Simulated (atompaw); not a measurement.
Reading a pseudo-wave (chromium)

Columns: radius, all-electron u(r) and pseudo u(r) of the 3d shell (level -2.91 eV) of chromium in the configuration [Ne] 3s2 3p6 3d5 4s1 4p0; PBE, scalar-relativistic, PAW (atompaw) scheme, atompaw 4.2.0.5.

| r (bohr) | all-electron | pseudo |
| --- | --- | --- |
| 0.062 | 0.0140 | 0.0019 |
| 0.123 | 0.0720 | 0.0146 |
| 0.185 | 0.1664 | 0.0470 |
| 0.246 | 0.2748 | 0.1029 |
| 0.308 | 0.3855 | 0.1839 |
| 0.369 | 0.4854 | 0.2827 |
| 0.431 | 0.5731 | 0.3939 |
| 0.492 | 0.6443 | 0.5035 |
| 0.554 | 0.7016 | 0.6048 |
| 0.615 | 0.7438 | 0.6866 |
| 0.677 | 0.7734 | 0.7470 |
| 0.738 | 0.7914 | 0.7835 |
| 0.800 | 0.8002 | 0.8006 |
| 0.862 | 0.8012 | 0.8030 |
| 0.923 | 0.7963 | 0.7970 |
| 0.985 | 0.7865 | 0.7865 |
| 1.046 | 0.7734 | 0.7734 |
| 1.108 | 0.7575 | 0.7575 |
| 1.169 | 0.7399 | 0.7399 |
| 1.231 | 0.7208 | 0.7208 |
| 1.292 | 0.7012 | 0.7012 |
| 1.354 | 0.6809 | 0.6809 |
| 1.415 | 0.6607 | 0.6607 |
| 1.477 | 0.6402 | 0.6402 |
| 1.538 | 0.6202 | 0.6202 |
| 1.600 | 0.6003 | 0.6003 |

(1) How many radial nodes do the two functions have?

(2) At about which radius was the pseudo-wave matched?

(3) Where does each function peak?

(4) Is the pseudo-wave norm-conserving?

## Answers

(1) The all-electron 3d function has n − l − 1 = 0; the pseudo-wave has 0.

(2) 1.00 bohr, where the columns begin to agree (steps of 0.06 bohr).

(3) Outermost all-electron maximum near 0.86 bohr, pseudo maximum near 0.86 bohr (to the table’s step).

(4) No, it belongs to a PAW set: the norm inside the radius is not constrained, and the difference is carried by the augmentation charge.
